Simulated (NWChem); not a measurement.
System: Si2H4OClF; SMILES [SiH2](Cl)[Si@H](F)O

The following NWChem deck was run.

```
start job
memory heap 200 mb stack 900 mb global 1100 mb
geometry units angstroms noautosym nocenter noautoz
  O      1.344948     1.523834    -0.682077
  Si     0.074982     1.235660     0.332601
  F     -1.057723     2.394024     0.158348
  Si    -0.861474    -0.799542    -0.336991
  Cl     0.481109    -2.293089     0.203341
  H      1.973759     2.212867    -0.445814
  H      0.492322     1.281099     1.763216
  H     -2.154961    -1.057972     0.359138
  H     -1.076803    -0.848876    -1.811058
end
basis spherical
  * library def2-svp
end
dft
  xc pbe0
  iterations 150
end
cosmo
  do_cosmo_smd true
  solvent water
end
task dft energy
```

Excerpt of the output:

```
             Northwest Computational Chemistry Package (NWChem) 7.3.0
             --------------------------------------------------------

                             Geometry "geometry" -> ""
                             -------------------------

 Output coordinates in angstroms (scale by  1.889725989 to convert to a.u.)

  No.       Tag          Charge          X              Y              Z
 ---- ---------------- ---------- -------------- -------------- --------------
    1 O                    8.0000     1.34494800     1.52383400    -0.68207700
    2 Si                  14.0000     0.07498200     1.23566000     0.33260100
    3 F                    9.0000    -1.05772300     2.39402400     0.15834800
    4 Si                  14.0000    -0.86147400    -0.79954200    -0.33699100
    5 Cl                  17.0000     0.48110900    -2.29308900     0.20334100
    6 H                    1.0000     1.97375900     2.21286700    -0.44581400
    7 H                    1.0000     0.49232200     1.28109900     1.76321600
    8 H                    1.0000    -2.15496100    -1.05797200     0.35913800
    9 H                    1.0000    -1.07680300    -0.84887600    -1.81105800

 Effective nuclear repulsion energy (a.u.)     356.9253994067

                                 NWChem DFT Module
                                 -----------------

 Summary of "ao basis" -> "ao basis" (spherical)
 ------------------------------------------------------------------------------
       Tag                 Description            Shells   Functions and Types
 ---------------- ------------------------------  ------  ---------------------
 O                          def2-svp                 6       14   3s2p1d
 Si                         def2-svp                 8       18   4s3p1d
 F                          def2-svp                 6       14   3s2p1d
 Cl                         def2-svp                 8       18   4s3p1d
 H                          def2-svp                 3        5   2s1p

 in cosmo_initialize ...
 calling solv_data for solv:h2o

 solvent parameters
 solvname_short: h2o
 solvname_long:  water
 dielec:       78.4000
 dielecinf:     1.7769
 aqueous SMD model solvent descriptors
 dielec:       78.4000
 sola:          0.8200

          ---------------
          -cosmo- solvent
          ---------------
 Cosmo: York-Karplus, doi: 10.1021/jp992097l
 dielectric constant -eps-     =  78.40
 screen = (eps-1)/(eps    )    =   0.98724
 surface charge correction     = lagrangian

[...]

                                COSMO-SMD solvation results
                                ---------------------------

             internal energy in gas <Psi(g)|H|Psi(g)> =     -1215.763739626079
         internal energy in solvent <Psi(s)|H|Psi(s)> =     -1215.762430874592
                               delta internal energy  =         0.001308751487 (    0.82 kcal/mol)
   total free energy in solvent <Psi(s)|H+V/2|Psi(s)> =     -1215.774780398606
 polarization energy contribution <Psi(s)|V/2|Psi(s)> =        -0.012349524014 (   -7.75 kcal/mol)
    total free energy in solvent including G(SMD-CDS) =     -1215.769256244350
                       G(SMD-CDS) energy contribution =         0.005524154256 (    3.47 kcal/mol)
     1 M fixed-concentration free energy of solvation =        -0.005516618271 (   -3.46 kcal/mol)

                       DFT Final Molecular Orbital Analysis
                       ------------------------------------

 Vector   31  Occ=2.000000D+00  E=-3.513775D-01
              MO Center=  6.9D-01,  3.2D-01,  1.4D-01, r^2= 5.0D+00
   Bfn.  Coefficient  Atom+Function         Bfn.  Coefficient  Atom+Function
  ----- ------------  ---------------      ----- ------------  ---------------
     6      0.356623  1 O  pz                 9      0.262223  1 O  pz
    88     -0.236584  7 H  s                 75      0.231004  5 Cl px
    76      0.201561  5 Cl py                89     -0.195336  7 H  s
    72      0.175935  5 Cl px                77      0.166512  5 Cl pz
     5     -0.150743  1 O  py                73      0.141053  5 Cl py

 Vector   32  Occ=2.000000D+00  E=-3.280054D-01
              MO Center= -1.8D-01, -1.8D+00, -7.9D-02, r^2= 2.9D+00
   Bfn.  Coefficient  Atom+Function         Bfn.  Coefficient  Atom+Function
  ----- ------------  ---------------      ----- ------------  ---------------
    77      0.490896  5 Cl pz                74      0.351750  5 Cl pz
    75     -0.254710  5 Cl px                93     -0.210346  8 H  s
    98      0.208177  9 H  s                 71      0.205047  5 Cl pz
    72     -0.182945  5 Cl px                94     -0.160710  8 H  s
    99      0.159162  9 H  s                 56     -0.142165  4 Si pz

 Vector   33  Occ=2.000000D+00  E=-2.974993D-01
              MO Center= -1.8D-01, -2.6D-01,  1.4D-01, r^2= 4.4D+00
   Bfn.  Coefficient  Atom+Function         Bfn.  Coefficient  Atom+Function
  ----- ------------  ---------------      ----- ------------  ---------------
    76      0.302324  5 Cl py                55     -0.207028  4 Si py
    73      0.202009  5 Cl py                88      0.198256  7 H  s
    23      0.192423  2 Si py                17     -0.182878  2 Si s
    75      0.181195  5 Cl px                58     -0.150676  4 Si py
    89      0.148053  7 H  s                 24      0.138434  2 Si pz

 Vector   34  Occ=0.000000D+00  E=-1.769176D-02
              MO Center= -5.6D-01, -2.4D-01, -1.2D-01, r^2= 4.0D+00
   Bfn.  Coefficient  Atom+Function         Bfn.  Coefficient  Atom+Function
  ----- ------------  ---------------      ----- ------------  ---------------
    58      0.633974  4 Si py                57     -0.497090  4 Si px
    68      0.401454  5 Cl s                 76      0.351778  5 Cl py
    26      0.346903  2 Si py                75     -0.271188  5 Cl px
    59     -0.250671  4 Si pz                25     -0.217840  2 Si px
    35     -0.191899  3 F  s                 99     -0.191820  9 H  s

[...]
```

Level: PBE0/def2-SVP, SMD on the gas-phase geometry. The geometry was optimised at PBE0/def2-SVP. Solvent: water.
